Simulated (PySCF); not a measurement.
An unknown is described by computed data only.

Formula: C7H5FO2.

* Valence photoelectron: vertical ionisation energy: 9.52 eV [ΔSCF PBE0/def2-SVPD]
* Couplings: largest of the computed one-bond spin–spin couplings (means over like bonds): 19F–13C -324.7, 13C–1H +174.2 (×2), 13C–1H +172.3 (×2), 17O–1H -78.0 Hz [B3LYP/pcJ-1, spin–dipole term left out for some pairs]
* NMR, other nuclei: isotropic shieldings of nuclei other than C and H, by class: -76 (1 O), 131 (1 O), 275 (1 F) ppm [GIAO B3LYP/pcSseg-1]
* UV, first state: lowest singlet excitation: 5.07 eV (245 nm, f = 0.000) [TDDFT PBE0/def2-SVPD]
* Rotational structure: rotational constants A, B, C: 3.881, 0.777, 0.647 GHz [PBE0-D3(BJ)/def2-SVP]
* Dipole: 1.48 D [PBE0/def2-SVPD]
* 1H NMR: chemical shifts (computed TMS as zero) by class: 8.25 (2 H), 7.09 (2 H), 5.74 (1 H) ppm [GIAO B3LYP/pcSseg-1]
* 13C NMR: chemical shifts (computed TMS as zero) by class: 175.9 (1 C), 168.4 (1 C), 140.0 (2 C), 128.6 (1 C), 120.6 (2 C) ppm [GIAO B3LYP/pcSseg-1]
* Triplet: lowest triplet excitation (Tamm–Dancoff): 3.76 eV [TDA PBE0/def2-SVPD]

Electronic properties: PySCF, gas phase, density fitting. Levels stand in brackets. Geometry: PBE0-D3(BJ)/def2-SVP, one conformer, isolated molecule. NMR classes are plain means over equivalent atoms (diastereotopic ones count apart unless rotation or inversion swaps them), as if these changed places fast.

Question: What is the compound? Reason from the data.

Answer: Numbering: `[O:1]=[C:2]([OH:3])[c:4]1[cH:5][cH:6][c:7]([F:8])[cH:9][cH:10]1`. Its formula, C7H5FO2, gives 5 degrees of unsaturation: 1 ring and 4 π bonds in the structure found (Kekulé form). 7 carbons fall into 5 classes; from least to most shielded: aromatic C–F carbon [C7] (175.9 ppm), carboxylic acid carbon [C2] (168.4 ppm), aromatic CH carbon [C5/C10] (140.0 ppm, 2 C, up to 2.5 ppm apart in this geometry), substituted aromatic carbon [C4] (128.6 ppm), aromatic CH carbon [C6/C9] (120.6 ppm, 2 C). Hydrogen classes from least to most shielded: 2 H on 2 aromatic CH carbons, C5/C10 (8.25 ppm), 2 H on 2 aromatic CH carbons, C6/C9 (7.09 ppm), 1 H on an acid hydroxyl oxygen, O3 (5.74 ppm). The other shieldings belong to: -76 ppm, acid carbonyl oxygen [O1]; 131 ppm, acid hydroxyl oxygen [O3]; 275 ppm, aryl fluorine [F8]. The couplings run between: -324.7 Hz, aryl fluorine [F8] and aromatic C–F carbon [C7]; +174.2 Hz, aromatic CH carbon [C5] and its hydrogen (with 1 like pair); +172.3 Hz, aromatic CH carbon [C6] and its hydrogen (with 1 like pair); -78.0 Hz, acid hydroxyl oxygen [O3] and its hydrogen. S1 is mainly HOMO−2→LUMO (weight 0.94); the largest Löwdin shares of the orbital it empties are 0.68 on the acid carbonyl oxygen, 0.11 on the acid hydroxyl oxygen, 0.09 on the carboxylic acid carbon and 0.06 on the substituted aromatic carbon, of the orbital it fills 0.16 on the carboxylic acid carbon, 0.14 on the aromatic C–F carbon, 0.13 on the substituted aromatic carbon and 0.13 on the acid carbonyl oxygen. The first electron is taken from the HOMO, whose largest Löwdin shares are 0.23 on the substituted aromatic carbon, 0.19 on the aromatic C–F carbon, 0.11 on an aromatic CH carbon and 0.10 on the aryl fluorine. By its constants the optimised geometry is an asymmetric top. Structure: `c1cc(ccc1F)C(=O)O`. Computed isomers that give other values at the same levels: `C=Cc1cc(F)oc(=O)c1` (rotational constant A: 1.968 GHz; this holds for the one conformer computed); `C#CC1=COC(CF)=CO1` (rotational constant A: 4.625 GHz; this holds for the one conformer computed); `O=C(O)c1cccc(F)c1` (rotational constant A: 2.655 GHz; this holds for the one conformer computed). The assignments are read from this structure; whether some other isomer fits the data as well wasn't checked.

Conformer computed: `[O:1]=[C:2]([OH:3])[c:4]1[cH:5][cH:6][c:7]([F:8])[cH:9][cH:10]1`: O1–C2–C4–C5 1°, H–O3–C2–O1 0°.
